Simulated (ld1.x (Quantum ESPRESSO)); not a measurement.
**Tl: one change to an ultrasoft potential, before and after**

* Element: thallium (Tl)
* Generator: ld1.x (Quantum ESPRESSO) 7.5
* Type: ultrasoft
* Functional: PBEsol
* Relativity: scalar-relativistic
* Frozen core: [Kr] 4d10 4f14
* Valence charge: 21
* Reference configuration: 5s2 5p6 5d10 6s1.5 6p1.5
* Partial waves: 5s (bound): rcut 1.15, rcutus 1.25 bohr; 6s (bound): rcut 1.15, rcutus 1.25 bohr; 5p (bound): rcut 1.70, rcutus 2.00 bohr; 6p (bound): rcut 1.70, rcutus 2.00 bohr; 5d (bound): rcut 1.15, rcutus 1.25 bohr; 5d channel at 1.3 Ry: rcut 1.15, rcutus 1.25 bohr
* Local potential: all-electron potential smoothed inside 1.00 bohr (lloc = -1)
* Core correction: none
* Augmentation charge: PSQ, inside the norm-conserving radii

Change: core correction a·sin(br)/r model core inside 0.74 bohr.

Cutoffs: the cutoffs (Ry, on a coarse ladder) from which the occupation-weighted sum of valence levels, in a spherical-Bessel basis at the reference potential, stays within 10 and 1 mRy of its value at 400 Ry; they do not see the model core or the augmentation charge, which bear on the density cutoff. Errors are all-electron minus pseudo energies relative to the spin-unpolarised reference configuration.

Question: Predict the effect on cutoff, ghosts and configuration errors.

Answer: The potential gets harder (70 Ry and 120 Ry → 70 Ry and 140 Ry); both files keep a bound ghost (s); of the 7 tests that both files solve, the error grows in 2 and shrinks in 0 by more than 15 % and 0.3 meV (median size 2.2 → 2.7 meV). A model core, the more so a compact one, raises the density cutoff, which this test does not measure.

```csv
quantity,base,changed
"cutoff, loose",70 Ry,70 Ry
"cutoff, tight",120 Ry,140 Ry
bound ghosts,s,s
"error for 5s2 5p6 5d10 6s2 6p1, meV [ΔE -3.67 eV]",-0.1,-0.4
"error for 5s2 5p6 5d10 6s2 6p0, meV [ΔE 1.48 eV]",-7.0,-8.0
"error for 5s2 5p6 5d10 6s1 6p0, meV [ΔE 22.32 eV]",-15,-17
"error for 5s2 5p6 5d10 6s1 6p2, meV [ΔE 3.78 eV]",-1.2,-1.1
"error for 5s2 5p6 5d10 6s2 6p0.5, meV [ΔE -1.83 eV]",-2.2,-2.7
"error for 5s2 5p6 5d10 6s2 6p1.3, meV [ΔE -4.16 eV]",+0.4,+0.3
"error for 5s2 5p6 5d9 6s2 6p2, meV [ΔE 11.03 eV]",+11,+9.4
s: phases at 2.20 bohr within 0.05 rad from the reference energy up to (Ry; the scan ends near 5),to the end of the scan,to the end of the scan
p: phases at 2.20 bohr within 0.05 rad from the reference energy up to (Ry; the scan ends near 5),2.4,2.4
d: phases at 2.20 bohr within 0.05 rad from the reference energy up to (Ry; the scan ends near 5),to the end of the scan,to the end of the scan
lowest overlap eigenvalue by channel,"s 0.15, p 0.66, d 0.81","s 0.15, p 0.66, d 0.81"
```

 A true bound ghost makes a file unfit for plane-wave use even where its test errors are small: the radial tests pick states by their node count and pass the ghost by.
